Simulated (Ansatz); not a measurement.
Total energies of SnH2Me(SiH3) (CH8SiSn) from Ansatz at PBE0-D4/def2-TZVP, gas phase (1 Eh = 27.2114 eV = 2625.5 kJ/mol). The reference geometry is relaxed at r2SCAN-D4/def2-SVP.

```csv
state,geometry,energy (Eh)
charge 0 singlet,reference,-546.54820
charge 1 doublet,reference,-546.19489
free Sn atom (triplet),–,-214.25870
free H atom (doublet),–,-0.50104
free C atom (triplet),–,-37.80537
free Si atom (triplet),–,-289.24943
```

In the def2 sets Sn takes a core potential; there is no spin–orbit coupling.

Q: Work out the vertical ionisation energy to the doublet.

A: E(charge 1 doublet) − E(charge 0 singlet) = -546.19489 − (-546.54820) = 0.35331 Eh = 9.61 eV. For comparison, −ε of the highest occupied level is 7.73 eV at this level, 1.88 eV less.

Q: What is the binding energy per atom against free atoms?

A: Atoms: 1 × (-214.25870) + 8 × (-0.50104) + 1 × (-37.80537) + 1 × (-289.24943) = -545.32182 Eh. Binding: -545.32182 − (-546.54820) = 1.22638 Eh = 33.37 eV, or 3.03 eV for each of 11 atoms (no zero-point energy, no counterpoise term).
